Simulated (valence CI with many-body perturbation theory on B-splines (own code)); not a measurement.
**Forbidden lines of Sm4+**

Computed by configuration interaction combined with many-body perturbation theory (CI+MBPT): four valence electrons over a frozen Dirac-Fock core [Xe], radial functions for each j: 8 s, 8 p, 9 d, 9 f, 6 g, 3 h, 2 i, with the one-electron correlation potential Σ1, the two-electron term Σ2, the three-electron term Σ3, Breit, model QED; the open f shell's mean field enters the energy denominators; selected CI, second order for the rest, scaled by the run's own slope (own B-spline code, finite nucleus).

With an open or low-lying f shell, different configurations can be misplaced against each other by up to about 5,000 cm⁻¹. No measured spectrum was set against this ion. As an estimate, terms of the open shell hold to a few per cent of their energy, and close levels can change places. Core correlation moves these levels by up to 7100 cm⁻¹, and in measured spectra 5 to 20 % of such shifts remained as error; rates that hang on mixing are uncertain with them. Among the levels kept, up to 260 cm⁻¹ of a level comes from second order outside the variational space, and about a tenth of that is noise between levels of different J, which matters for small intervals. Only levels of the ground parity were solved; by the run's estimate the other parity begins above the list, which can be wrong where configurations are misplaced.

Lines 51 to 100 of 119 in falling wavelength, among levels below 5.973 eV, chosen from the decays that carry over 1 % of a level's rate. Wavelengths and rates use the calculated energies, so an error of 2000 cm⁻¹ moves a line at 1500 nm by 30 % and its rate by three times that or more. Electric multipoles are in the length gauge, E1 and E2 with the static RPA response of the core. Weak lines are less certain than strong ones. Lines between different terms over intervals too small for the method are left out, as are lines whose strength nearly cancels. Where a level lies close to another of its J and parity, the split of strength between their lines is uncertain. Branching is blank where the lifetime is uncertain.

Names give the largest LS component (configuration and term), which can be under half, so a name can repeat, a term be missing and a line seem to break the LS rules; names also repeat where a configuration has a term twice. Letters in brackets count levels of one name in rising energy.

| λ vac (nm) | Upper | Lower | Type | A (s⁻¹) | Branch % |
| --- | --- | --- | --- | --- | --- |
| 1500 | 4f⁴ ⁵G_4 | 4f⁴ ⁵F_4 | M1 | 1.29e-01 | 2.3 |
| 1463 | 4f⁴ ³L_9 | 4f⁴ ³K_8 | M1 | 1.73e+00 | 89.6 |
| 1448 | 4f⁴ ³M_8 | 4f⁴ ³K_8 | M1 | 6.58e-01 |  |
| 1357 | 4f⁴ ⁵G_5 | 4f⁴ ⁵F_5 | M1 | 1.86e-01 | 3.2 |
| 1335 | 4f⁴ ³P_1 | 4f⁴ ⁵G_2 | M1 | 7.02e-02 | 1.3 |
| 1298 | 4f⁴ ³L_8 | 4f⁴ ³K_7 | M1 | 9.82e-02 |  |
| 1286 | 4f⁴ ⁵G_6 | 4f⁴ ⁵F_5 | M1 | 2.80e-01 | 11.7 |
| 1262 | 4f⁴ ³L_7 | 4f⁴ ³K_6 | M1 | 2.50e+00 | 52.4 |
| 1249 | 4f⁴ ³G_4 [a] | 4f⁴ ⁵G_3 | M1 | 1.22e-01 | 1.4 |
| 1171 | 4f⁴ ³G_4 [a] | 4f⁴ ³H_4 [a] | M1 | 2.34e+00 | 26.3 |
| 1130 | 4f⁴ ³M_8 | 4f⁴ ³K_7 | M1 | 1.87e+00 |  |
| 1117 | 4f⁴ ³D_3 | 4f⁴ ⁵G_3 | M1 | 2.59e-01 | 7.5 |
| 1057 | 4f⁴ ³G_3 [a] | 4f⁴ ⁵F_3 | M1 | 8.73e-01 | 25.8 |
| 1055 | 4f⁴ ³D_3 | 4f⁴ ³H_4 [a] | M1 | 2.89e-01 | 8.4 |
| 983.3 | 4f⁴ ³H_6 [a] | 4f⁴ ⁵F_5 | M1 | 5.50e-02 | 1.1 |
| 981.9 | 4f⁴ ³D_2 | 4f⁴ ⁵S_2 | M1 | 2.08e+00 | 31.8 |
| 971.7 | 4f⁴ ³G_4 [a] | 4f⁴ ⁵F_5 | M1 | 3.00e-01 | 3.4 |
| 945.4 | 4f⁴ ³G_3 [a] | 4f⁴ ⁵F_2 | M1 | 7.32e-01 | 21.6 |
| 941.2 | 4f⁴ ³D_2 | 4f⁴ ⁵F_3 | M1 | 2.78e+00 | 42.4 |
| 865.1 | 4f⁴ ³P_1 | 4f⁴ ⁵S_2 | M1 | 2.37e+00 | 44.2 |
| 851.8 | 4f⁴ ³D_2 | 4f⁴ ⁵F_2 | M1 | 1.69e-01 | 2.6 |
| 830.8 | 4f⁴ ³G_4 [a] | 4f⁴ ⁵F_4 | M1 | 5.77e-01 | 6.5 |
| 815.8 | 4f⁴ ³D_2 | 4f⁴ ⁵F_1 | M1 | 1.18e+00 | 18.0 |
| 770.5 | 4f⁴ ³D_3 | 4f⁴ ⁵F_4 | M1 | 1.94e+00 | 56.2 |
| 762.6 | 4f⁴ ³P_1 | 4f⁴ ⁵F_2 | M1 | 9.74e-01 | 18.2 |
| 757.7 | 4f⁴ ³G_4 [a] | 4f⁴ ⁵F_3 | M1 | 9.55e-01 | 10.8 |
| 733.6 | 4f⁴ ³P_1 | 4f⁴ ⁵F_1 | M1 | 1.87e+00 | 34.9 |
| 730.0 | 4f⁴ ³D_3 | 4f⁴ ⁵S_2 | M1 | 2.05e-01 | 5.9 |
| 707.2 | 4f⁴ ³D_3 | 4f⁴ ⁵F_3 | M1 | 8.34e-02 | 2.4 |
| 704.6 | 4f⁴ ¹D_2 [a] | 4f⁴ ⁵S_2 | M1 | 2.44e+00 | 44.4 |
| 686.9 | 4f⁴ ³K_8 | 4f⁴ ⁵I_8 | M1 | 4.67e+00 | 68.0 |
| 683.4 | 4f⁴ ¹D_2 [a] | 4f⁴ ⁵F_3 | M1 | 6.35e-01 | 11.6 |
| 675.0 | 4f⁴ ³K_7 | 4f⁴ ⁵I_7 | M1 | 2.93e+00 | 46.1 |
| 660.2 | 4f⁴ ⁵F_5 | 4f⁴ ⁵I_6 | M1 | 8.18e-02 | 25.6 |
| 648.5 | 4f⁴ ³K_6 | 4f⁴ ⁵I_6 | M1 | 1.36e+00 | 30.4 |
| 645.6 | 4f⁴ ⁵F_4 | 4f⁴ ⁵I_5 | M1 | 1.11e-01 | 22.7 |
| 645.2 | 4f⁴ ³P_0 | 4f⁴ ⁵F_1 | M1 | 2.71e-01 | 59.2 |
| 635.0 | 4f⁴ ¹D_2 [a] | 4f⁴ ⁵F_2 | M1 | 1.53e-01 | 2.8 |
| 614.8 | 4f⁴ ¹D_2 [a] | 4f⁴ ⁵F_1 | M1 | 2.01e+00 | 36.5 |
| 614.3 | 4f⁴ ⁵F_3 | 4f⁴ ⁵I_4 | M1 | 4.65e-03 | 5.0 |
| 596.7 | 4f⁴ ³K_8 | 4f⁴ ⁵I_7 | M1 | 2.05e+00 | 29.8 |
| 588.9 | 4f⁴ ³K_7 | 4f⁴ ⁵I_6 | M1 | 3.32e+00 | 52.3 |
| 580.2 | 4f⁴ ⁵F_5 | 4f⁴ ⁵I_5 | M1 | 7.43e-02 | 23.2 |
| 573.5 | 4f⁴ ⁵F_4 | 4f⁴ ⁵I_4 | M1 | 2.99e-01 | 61.3 |
| 571.2 | 4f⁴ ³K_6 | 4f⁴ ⁵I_5 | M1 | 3.08e+00 | 69.1 |
| 526.7 | 4f⁴ ³H_4 [a] | 4f⁴ ⁵I_5 | M1 | 2.95e+00 | 34.8 |
| 512.4 | 4f⁴ ⁵G_3 | 4f⁴ ⁵I_5 | E2 | 1.38e-02 | 3.4 |
| 505.4 | 4f⁴ ³H_5 [a] | 4f⁴ ⁵I_6 | M1 | 2.92e+00 | 51.9 |
| 492.1 | 4f⁴ ³L_8 | 4f⁴ ⁵I_8 | M1 | 8.96e-01 |  |
| 481.7 | 4f⁴ ⁵G_6 | 4f⁴ ⁵I_7 | M1 | 1.10e+00 | 45.9 |
